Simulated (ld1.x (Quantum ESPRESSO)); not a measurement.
**Before and after: TM semilocal potential for carbon**

carbon, norm-conserving Troullier–Martins (semilocal form), made with ld1.x (Quantum ESPRESSO) 7.5 (revPBE, non-relativistic). Core [He], reference 2s2 2p2. Waves: 2p (bound): rc 2.90 bohr; 2s (bound): rc 1.10 bohr. Local part: the s channel. Core correction: none.

Change: wave 2p (bound): rc 2.90 bohr becomes 2p (bound): rc 4.06 bohr.

Cutoffs: the cutoffs (Ry, on a coarse ladder) from which the occupation-weighted sum of valence levels, in a spherical-Bessel basis at the reference potential, stays within 10 and 1 mRy of its value at 400 Ry; they do not see the model core or the augmentation charge, which bear on the density cutoff. Errors are all-electron minus pseudo energies relative to the spin-unpolarised reference configuration.

Question: Predict the effect on cutoff, ghosts and configuration errors.

Answer: The potential gets neither clearly harder nor softer (35 Ry and 90 Ry → 35 Ry and 90 Ry); the s channel sets the loose cutoff, while the largest relative change is in p, which becomes softer; of the 7 tests that both files solve, the error grows in 7 and shrinks in 0 by more than 15 % and 0.3 meV (median size 94.2 → 367.1 meV); neither file shows a bound ghost at the reference potential, the only one tested. More of the atom is replaced by a form fitted at one configuration, so other configurations suffer. A semilocal file is local in each channel, so a ghost entry of none says nothing of the separable form that plane-wave codes build from it.

```csv
quantity,base,changed
"cutoff, loose",35 Ry,35 Ry
"cutoff, tight",90 Ry,90 Ry
loose cutoff by channel (10 mRy a level),"p 15 Ry, s 30 Ry","p 10 Ry, s 30 Ry"
bound ghosts,none,none
"error for 2s2 2p1, meV [ΔE 10.81 eV]",+94,+367
"error for 2s2 2p0, meV [ΔE 34.89 eV]",+946,+2650
"error for 2s1 2p0, meV [ΔE 83.08 eV]",+1793,+4826
"error for 2s2 2p2.3, meV [ΔE -1.15 eV]",-0.7,+4.0
"error for 2s2 2p1.5, meV [ΔE 3.94 eV]",+10,+58
"error for 2s0 2p4, meV [ΔE 17.09 eV]",-114,-433
"error for 2s1 2p3, meV [ΔE 8.54 eV]",-27,-111
```

Changed file: These tests converged, but a pseudo level misses the all-electron one widely, so the file describes the atom poorly there or has found another state: 2s2 2p0: empty 2p by 3.9 eV; 2s1 2p0: empty 2p by 6.4 eV.
